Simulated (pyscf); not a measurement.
**H₂P–O–GaH₂ (SMILES P[O][GaH2]), singlet**

Gas-phase minimum from PySCF at ωB97X-D3(BJ)/def2-SVP, one conformer. H₂P–O–GaH₂ lies 12.3 kcal/mol over its isomer HO–GaH–PH₂ (electronic energy, ωB97M-D3(BJ)). 

SMILES: P[O][GaH2]
```xyz
7

P      0.0785    -0.8578    -0.4517
O     -0.4436     0.7158    -0.4308
Ga     0.6022     2.1421    -0.7318
H     -0.5065    -1.3192     0.7707
H     -0.9713    -1.4455    -1.2270
H     -0.1631     3.4928    -0.6459
H      2.1049     1.8560    -1.0328
```

Bond lengths (Å): P1–O2 1.658, P1–H4 1.432, P1–H5 1.431, O2–Ga3 1.794, Ga3–H6 1.555, Ga3–H7 1.559. Angles (°): O2–P1–H4 99.6, O2–P1–H5 99.5, H4–P1–H5 91.7, P1–O2–Ga3 124.7, O2–Ga3–H6 113.2, O2–Ga3–H7 116.6, H6–Ga3–H7 130.1.

Properties at ωB97X-D3(BJ)/def2-SVP:

| Item | Value |
|---|---|
| Harmonic wavenumbers, unscaled | 86, 155, 159, 510, 579, 635, 735, 903, 937, 1037, 1144, 2041, 2058, 2394, 2398 cm⁻¹ |
| Zero-point energy | 22.5 kcal/mol |
| Rotational symmetry number | 1 |
| Entropy of this conformer at 298 K and 1 atm, rigid rotor and harmonic oscillator, modes under 100 cm⁻¹ raised to 100 | 318.8 J/(mol K) |
| Dipole moment | 0.81 D |

Single-point totals, which compare only within one level (frozen core for MP2 and CC):

```
level                   total energy (hartree)
----------------------  ----------------------
ωB97X-D3(BJ)/def2-TZVP             -2343.88800
PBE/def2-TZVP                      -2343.35224
r²SCAN/def2-TZVP                   -2343.81505
B3LYP-D3(BJ)/def2-TZVP             -2343.97472
PBE0-D3(BJ)/def2-TZVP              -2343.42606
M06-2X/def2-TZVP                   -2343.83187
ωB97M-D3(BJ)/def2-TZVP             -2343.97881
HF/def2-TZVPP                      -2341.24313
MP2/def2-TZVPP                     -2341.86712
CCSD/def2-TZVPP                    -2341.89120
CCSD(T)/def2-TZVPP                 -2341.91667
```

Soft torsions are taken as harmonic, which can shift the entropy by several J/(mol K). The CCSD(T) − MP2 part came from Ansatz, without density fitting, on the same reference. The frozen core leaves the outer d or s,p core shells of the metals and heavy elements correlated in the MP2 and CC values, and def2-TZVPP describes them poorly, so these totals are far from the basis limit. Elements up to Kr have no core potential and no relativistic terms here.
